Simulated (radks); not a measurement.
Au, 79 electrons, occupied as [Xe] 4f14 5d9 6s1 7s1 (not the ground configuration).

All-electron calculation, Dirac Kohn-Sham, PBE, spin-unpolarised, spherical densities, finite nucleus; open shells fill j = l - 1/2 first; Fermi nuclear charge, rms radius 5.4371 fm. Program: a radial shooting solver on a logarithmic mesh with Libxc functionals.

Energy parts (eV):
part                       energy
total                  -518199.29
kinetic                 594917.52
electron-nucleus      -1304309.78
Hartree                 201128.15
exchange-correlation     -9935.18

Orbitals (lengths in bohr, moments of r in powers of bohr; r(max) is where P^2 peaks):
| orbital | occ. | eigenvalue (eV) | <r> | <r^2> | r(max) | small-component weight |
|---|---|---|---|---|---|---|
| 1s1/2 | 2 | -80617.38 | 0.01687 | 0.0003934 | 0.01042 | 9.00e-02 |
| 2s1/2 | 2 | -14220.05 | 0.07047 | 0.005940 | 0.06039 | 2.06e-02 |
| 2p1/2 | 2 | -13640.69 | 0.05798 | 0.004202 | 0.04446 | 2.07e-02 |
| 2p3/2 | 4 | -11805.22 | 0.06653 | 0.005390 | 0.05184 | 1.84e-02 |
| 3s1/2 | 2 | -3361.973 | 0.1833 | 0.03857 | 0.1699 | 6.88e-03 |
| 3p1/2 | 2 | -3100.491 | 0.1736 | 0.03516 | 0.1586 | 6.83e-03 |
| 3p3/2 | 4 | -2695.464 | 0.1893 | 0.04158 | 0.1735 | 6.17e-03 |
| 3d3/2 | 4 | -2259.791 | 0.1648 | 0.03190 | 0.1352 | 6.05e-03 |
| 3d5/2 | 6 | -2172.733 | 0.1696 | 0.03364 | 0.1393 | 5.87e-03 |
| 4s1/2 | 2 | -735.7801 | 0.4070 | 0.1871 | 0.3832 | 2.33e-03 |
| 4p1/2 | 2 | -624.0636 | 0.4094 | 0.1909 | 0.3814 | 2.24e-03 |
| 4p3/2 | 4 | -526.9418 | 0.4434 | 0.2236 | 0.4122 | 1.98e-03 |
| 4d3/2 | 4 | -343.7978 | 0.4519 | 0.2362 | 0.4052 | 1.78e-03 |
| 4d5/2 | 6 | -325.7085 | 0.4631 | 0.2479 | 0.4147 | 1.71e-03 |
| 5s1/2 | 2 | -115.8176 | 0.9271 | 0.9647 | 0.8490 | 5.86e-04 |
| 4f5/2 | 6 | -90.8872 | 0.4951 | 0.2972 | 0.3733 | 1.34e-03 |
| 4f7/2 | 8 | -87.0755 | 0.5021 | 0.3058 | 0.3779 | 1.31e-03 |
| 5p1/2 | 2 | -79.5410 | 1.002 | 1.134 | 0.8970 | 5.02e-04 |
| 5p3/2 | 4 | -62.9767 | 1.099 | 1.368 | 0.9768 | 4.23e-04 |
| 5d3/2 | 4 | -14.7967 | 1.498 | 2.653 | 1.183 | 2.33e-04 |
| 5d5/2 | 5 | -13.1461 | 1.561 | 2.891 | 1.221 | 2.16e-04 |
| 6s1/2 | 1 | -10.5750 | 2.596 | 7.667 | 2.204 | 7.54e-05 |
| 6p1/2 | 0 | -4.6334 | 3.448 | 13.91 | 2.728 | 4.12e-05 |
| 6p3/2 | 0 | -3.6302 | 3.978 | 18.60 | 3.091 | 3.07e-05 |
| 7s1/2 | 1 | -1.5723 | 7.966 | 70.71 | 7.214 | 7.37e-06 |
| 6d3/2 | 0 | -0.4511 | 9.735 | 108.5 | 8.320 | 3.33e-06 |
| 6d5/2 | 0 | -0.4387 | 9.852 | 110.9 | 8.391 | 3.35e-06 |

The highest occupied level is 7s1/2 at -1.572 eV. The configuration is held as typed, so some empty levels lie below it. The electron density at the nucleus is 2.143e+06 e/bohr^3. Summed over all electrons, <r^2> = 122.1 bohr^2, which gives a Langevin (diamagnetic) susceptibility term of -96.7 x 10^-6 cm^3/mol.
